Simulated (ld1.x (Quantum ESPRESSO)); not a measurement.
# What one change does to a pseudopotential (Pt (Z = 78), TM)

Pt, norm-conserving Troullier–Martins (Kleinman–Bylander form), made with ld1.x (Quantum ESPRESSO) 7.5 (PBE, scalar-relativistic). Core [Kr] 4d10 4f14, reference 5s2 5p6 5d7 6s0 6p0 (charge +3). Waves: 5p (bound): rc 1.00 bohr; 5d (bound): rc 2.05 bohr; 5s (bound): rc 1.10 bohr. Local part: the s channel. Core correction: a·sin(br)/r model core, default radius (core density twice the valence density).

All-electron outer shells of the reference configuration (PBE, scalar-relativistic, ld1.x):

```
shell  level (eV)  outermost node (bohr)  outermost maximum (bohr)
   5s     -137.04                   0.49                      0.87
   4f     -105.61                      –                      0.38
   5p      -90.85                   0.53                      0.98
   5d      -38.77                   0.57                      1.23
   6s      -32.36                   1.12                      2.10
   6p      -23.14                   1.31                      2.57
```

Change: reference 5s2 5p6 5d10 6s0 6p0.

Cutoffs: the cutoffs (Ry, on a coarse ladder) from which the occupation-weighted sum of valence levels, in a spherical-Bessel basis at the reference potential, stays within 10 and 1 mRy of its value at 400 Ry; they do not see the model core or the augmentation charge, which bear on the density cutoff. Errors are all-electron minus pseudo energies relative to the spin-unpolarised reference configuration.

What does the change do?

The potential gets neither clearly harder nor softer (160 Ry and 260 Ry → 160 Ry and 260 Ry); the range in which the s phases agree widens (upper end -3.0 → -0.5); neither file shows a bound ghost.

```csv
quantity,base,changed
"cutoff, loose",160 Ry,160 Ry
"cutoff, tight",260 Ry,260 Ry
loose cutoff by channel (10 mRy a level),"p 90 Ry, d 35 Ry, s 110 Ry","p 80 Ry, d 35 Ry, s 110 Ry"
bound ghosts,none,none
"largest error over its own tests, meV",+430,+255
s: phases at 2.25 bohr within 0.05 rad from the reference energy up to (Ry; the scan ends near 5),-3.0,-0.5
p: phases at 2.25 bohr within 0.05 rad from the reference energy up to (Ry; the scan ends near 5),to the end of the scan,to the end of the scan
d: phases at 2.25 bohr within 0.05 rad from the reference energy up to (Ry; the scan ends near 5),to the end of the scan,to the end of the scan
```
